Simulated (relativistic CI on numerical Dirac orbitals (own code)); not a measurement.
## Forbidden transitions in Pt⁸⁺

Computed by Dirac-Coulomb-Breit CI, KLI orbitals optimised for each configuration, model QED, unscaled Slater integrals (own radial code, finite nucleus).

Configuration list (outside the closed core [Kr] 4d10): 4f14 5s2 5p6 5d2, 4f14 5s2 5p6 5d 6s, 4f14 5s2 5p6 5d 5f, 4f14 5s2 5p6 6s2, 4f14 5s2 5p5 5d3, 4f14 5s2 5p6 5d 6p, 4f14 5s2 5p6 6s 6p, 4f14 5s2 5p6 5f2, 4f14 5s2 5p6 5d 5g, 4f14 5s2 5p6 5f 6s, 4f14 5s2 5p6 6p2, 4f14 5s2 5p6 5d 6d, 4f14 5s 5p6 5d3, 4f14 5s2 5p6 5d 7s, 4f14 5s2 5p5 5d2 5f, 4f14 5s2 5p6 5f 6p, 4f14 5s2 5p6 5g2, 4f14 5s2 5p6 5d 7p, 4f14 5s2 5p6 5g 6s, 4f14 5s2 5p6 5d 6f, 4f13 5s2 5p6 5d3, 4f14 5s2 5p5 5d2 6s, 4f14 5s2 5p6 5d 7d, 4f14 5s2 5p5 5d2 5g, 4f14 5s2 5p6 5d 8s, 4f14 5s2 5p6 5g 6p, 4f14 5s2 5p6 5d 8p, 4f14 5s 5p6 5d2 5f, 4f14 5s2 5p5 5d2 6p, 4f14 5s2 5p6 5f 5g, 4f14 5p6 5d4, 4f14 5p5 5d5. Double excitations out of closed p, d and f shells are left out; levels of such configurations are missing from the list, as are those of other unlisted configurations, and high levels can miss mixing partners. These lack a partner that the ground configuration has and come out too high: 4f14 5s2 5p5 5d2 5f, 4f14 5s2 5p5 5d2 6s, 4f14 5s2 5p5 5d2 5g, 4f14 5s 5p6 5d2 5f, 4f14 5s2 5p5 5d2 6p.

```tsv
λ vac (Å)	Lower	Upper	Type	A (s⁻¹)	E lower (cm⁻¹)	E upper (cm⁻¹)
417.32	4f14 5s2 5p5 5d3 5F°_4 [31]	4f13 5s2 5p6 5d3 5G°_6 [216]	E2	4.27e+03	422666	662290
417.75	4f14 5s2 5p5 5d3 5G°_5 [36]	4f13 5s2 5p6 5d3 5I°_7 [242]	E2	1.91e+03	430814	670189
418.82	4f14 5s2 5p5 5d3 5G°_6 [42]	4f13 5s2 5p6 5d3 3I°_7 [262]	E2	1.06e+03	438394	677159
426.74	4f14 5s2 5p5 5d3 5G°_6 [42]	4f13 5s2 5p6 5d3 3K°_8 [250]	E2	1.58e+03	438394	672726
439.72	4f14 5s2 5p6 5d2 3F_3 [2]	4f14 5s2 5p6 5d 6s 1D_2 [13]	E2	1.31e+04	14449	241868
452.86	4f14 5s2 5p6 5d2 3F_3 [2]	4f14 5s2 5p6 5d 6s 3D_3 [12]	E2	2.47e+04	14449	235270
454.51	4f14 5s2 5p6 5d2 3F_2 [1]	4f14 5s2 5p6 5d 6s 3D_2 [11]	E2	4.23e+04	0	220017
459.90	4f14 5s2 5p6 5d2 3F_2 [1]	4f14 5s2 5p6 5d 6s 3D_1 [10]	E2	5.81e+04	0	217439
460.20	4f14 5s2 5p5 5d3 5G°_6 [42]	4f14 5s2 5p5 5d2 6s 5G°_6 [204]	E2	4.18e+04	438394	655689
460.88	4f14 5s2 5p6 5d2 3F_4 [4]	4f14 5s2 5p6 5d 6s 1D_2 [13]	E2	7.04e+03	24893	241868
464.16	4f14 5s2 5p6 5d2 3P_2 [5]	4f14 5s2 5p6 5d 6s 1D_2 [13]	E2	1.77e+04	26426	241868
475.34	4f14 5s2 5p6 5d2 3F_4 [4]	4f14 5s2 5p6 5d 6s 3D_3 [12]	E2	5.88e+04	24893	235270
478.83	4f14 5s2 5p6 5d2 3P_2 [5]	4f14 5s2 5p6 5d 6s 3D_3 [12]	E2	1.39e+04	26426	235270
486.07	4f14 5s2 5p6 5d2 3P_1 [6]	4f14 5s2 5p6 5d 6s 3D_3 [12]	E2	1.13e+04	29539	235270
486.46	4f14 5s2 5p6 5d2 3F_3 [2]	4f14 5s2 5p6 5d 6s 3D_2 [11]	E2	3.51e+04	14449	220017
492.63	4f14 5s2 5p6 5d2 3F_3 [2]	4f14 5s2 5p6 5d 6s 3D_1 [10]	E2	2.81e+04	14449	217439
500.66	4f14 5s2 5p6 5d2 1G_4 [7]	4f14 5s2 5p6 5d 6s 1D_2 [13]	E2	7.65e+04	42131	241868
501.49	4f14 5s2 5p6 5d2 3P_0 [3]	4f14 5s2 5p6 5d 6s 3D_2 [11]	E2	9.68e+03	20612	220017
509.25	4f14 5s2 5p6 5d2 3P_2 [8]	4f14 5s2 5p6 5d 6s 1D_2 [13]	E2	3.25e+04	45501	241868
512.49	4f14 5s2 5p6 5d2 3F_4 [4]	4f14 5s2 5p6 5d 6s 3D_2 [11]	E2	2.58e+04	24893	220017
516.55	4f14 5s2 5p6 5d2 3P_2 [5]	4f14 5s2 5p6 5d 6s 3D_2 [11]	E2	9.87e+03	26426	220017
517.76	4f14 5s2 5p6 5d2 1G_4 [7]	4f14 5s2 5p6 5d 6s 3D_3 [12]	E2	1.08e+04	42131	235270
523.52	4f14 5s2 5p6 5d2 3P_2 [5]	4f14 5s2 5p6 5d 6s 3D_1 [10]	E2	1.47e+04	26426	217439
526.96	4f14 5s2 5p6 5d2 3P_2 [8]	4f14 5s2 5p6 5d 6s 3D_3 [12]	E2	7.91e+03	45501	235270
532.20	4f14 5s2 5p6 5d2 3P_1 [6]	4f14 5s2 5p6 5d 6s 3D_1 [10]	E2	1.82e+04	29539	217439
562.16	4f14 5s2 5p6 5d2 1G_4 [7]	4f14 5s2 5p6 5d 6s 3D_2 [11]	E2	3.70e+03	42131	220017
613.44	4f14 5s2 5p6 5d2 1S_0 [9]	4f14 5s2 5p6 5d 6s 1D_2 [13]	E2	3.97e+03	78852	241868
691.40	4f14 5s2 5p5 5d3 3I°_7 [69]	4f14 5s2 5p5 5d3 1I°_6 [157]	M1	2.58e+04	464369	609002
1152.3	4f14 5s2 5p6 5d 6p 3F°_4 [22]	4f14 5s2 5p6 5d 5f 3H°_6 [64]	E2	7.77e+02	372292	459072
1261.6	4f14 5s2 5p6 5d 6p 3F°_4 [22]	4f14 5s2 5p6 5d 5f 3H°_6 [56]	E2	8.67e+02	372292	451559
```

Terms are leading LS components. Brackets give the number of a level in order of energy, since labels repeat. The list gives strong lines, with weight on those to low levels, among the lowest 400 of 2353 levels, so that lines to higher ones, which can be the strongest, are missing. Levels whose partners in the same complex of configurations lie outside the list can be far off, and so can their lines. Rates are taken at the computed energies, electric ones in the length gauge.

At this charge configurations can still be misplaced by up to about 7 % of their energy. Terms inside the open d or f shell come out 10 to 20 % too wide with unscaled integrals. Levels and lines within the n = 5 or 6 shells can be off by up to 10 % or somewhat more, and those that change n by about 2 %, since core polarisation is missing. Levels that differ in their count of f electrons can be misplaced by several ten thousand cm⁻¹, since the correlation energy of f electrons is missing or only estimated; rates across such gaps can be off by orders of magnitude.

(1) From the table, what is the radiative lifetime of 4f14 5s2 5p6 5d 6s 1D_2?

Results:

(1) The listed rates from this level add up to about 1.51e+05 s⁻¹, 99 % of its decay; with all channels τ = 6.58e-06 s.

LS names give the leading component of a level, which can be under half, so a name can repeat, a term be missing and a line seem to break the LS rules.
